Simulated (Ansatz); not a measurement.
Ge₂H₄O (`[O]1[GeH2][GeH2]1`), relaxed with RKS PBE0-D4/def2-TZVP in Ansatz 0.2.0 from a PBE-D4/def2-SVP geometry. The force threshold is 0.005 eV/Å; the program also tests the step.

Total charge 0; spin multiplicity 1.

Start:

```xyz
7

O     0.989   -0.747    0.352
Ge    0.616    0.844   -0.551
Ge   -0.872   -0.651    0.458
H     1.199    2.085    0.174
H     1.011    0.778   -2.050
H    -1.570   -1.809   -0.302
H    -1.373   -0.500    1.920
```

```
step   energy (eV)  largest force (eV/Å)  largest move (Å)
   1  -115132.6722                 0.650             0.000
   2  -115132.7040                 0.317             0.027
   3  -115132.7088                 0.018             0.016
   4  -115132.7089                 0.005             0.003
   5  -115132.7089                 0.001             0.001
```

End:

```xyz
7

O     0.968   -0.731    0.345
Ge    0.611    0.832   -0.543
Ge   -0.860   -0.644    0.454
H     1.189    2.061    0.173
H     0.997    0.767   -2.027
H    -1.549   -1.790   -0.301
H    -1.357   -0.495    1.899
```

It took 24 s on 2 threads of an Arm Neoverse V1 on a shared host, with 0.4 GiB of host memory at the peak.
